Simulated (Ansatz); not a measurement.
**Ligand exchange: BH(CH3)F + Cd(CH3)(SH) → BH(CH3)(SH) + Cd(CH3)F**

Species: BH(CH3)F, singlet; Cd(CH3)(SH), singlet; BH(CH3)(SH), singlet; Cd(CH3)F, singlet. The partners trade F for SH: B–F and Cd–SH bonds give way to B–SH and Cd–F.

Shapes, held fixed at every level: PBE0-D4/def2-TZVP. Flexible molecules stand in one conformer, not always the lowest. Programs: Ansatz 0.2.0. Electronic energies: no zero-point or thermal term.

| level | kind | ΔE (kJ/mol) | less CCSD(T)/def2-TZVPP |
| --- | --- | --- | --- |
| HF/def2-SVP | Hartree–Fock | +117.1 | +20.3 |
| SPW92/def2-TZVPP | LDA | +90.7 | -6.1 |
| PBE-D4/def2-TZVPP | GGA | +81.0 | -15.8 |
| r2SCAN-D4/def2-TZVPP | meta-GGA | +87.4 | -9.4 |
| PBE0-D4/def2-TZVPP | global hybrid | +92.2 | -4.6 |
| wB97M-V/def2-TZVPP | range-separated hybrid | +96.4 | -0.4 |
| CCSD/def2-TZVPP | coupled cluster or CI | +99.4 | +2.6 |
| CCSD(T)/def2-TZVPP | coupled cluster or CI | +96.8 | 0.0 |

The highest level, CCSD(T)/def2-TZVPP, gives ΔE = +96.8 kJ/mol; the levels span +81.0 to +117.1. The column of differences is taken from that level and isn't an error. No measured value is set beside it here. For atoms past krypton def2 sets carry core potentials with scalar relativity. Correlated rows may include outer-core shells of Cd, which these sets cover unevenly.
